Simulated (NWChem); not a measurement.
System: C$_{2}$H$_{4}$ClNSi; SMILES [SiH2](Cl)CC#N

Input file for NWChem:

```
start job
memory heap 200 mb stack 900 mb global 1100 mb
geometry units angstroms
  N      2.731812    -0.388917    -0.394271
  C      1.880864     0.368850    -0.294104
  C      0.798165     1.297145    -0.181092
  Si    -0.886282     0.456991    -0.571856
  Cl    -1.258086    -0.919325     0.839386
  H      0.796873     1.702221     0.833278
  H      0.978887     2.121430    -0.872495
  H     -1.900689     1.506741    -0.525797
  H     -0.813691    -0.175637    -1.883562
end
basis spherical
  * library def2-svp
end
dft
  xc pbe0
  iterations 150
end
driver
  maxiter 120
end
task dft optimize
task dft freq
```

The level has its own optimisation; frequencies are unscaled.

Q: What results follow from this input? (PBE0/def2-SVP.) Quantities: r C–N (Å); r C–C (Å); r C–Si (Å); r C–H (Å); highest harmonic frequency (cm⁻¹); lowest (cm⁻¹); zero-point energy (kcal/mol); dipole (D).

A: 
- r C–N (Å) = 1.158
- r C–C (Å) = 1.449
- r C–Si (Å) = 1.898
- r C–H (Å) = 1.103
- highest harmonic frequency (cm⁻¹) = 3136
- lowest (cm⁻¹) = 56
- zero-point energy (kcal/mol) = 34.6
- dipole (D) = 4.16
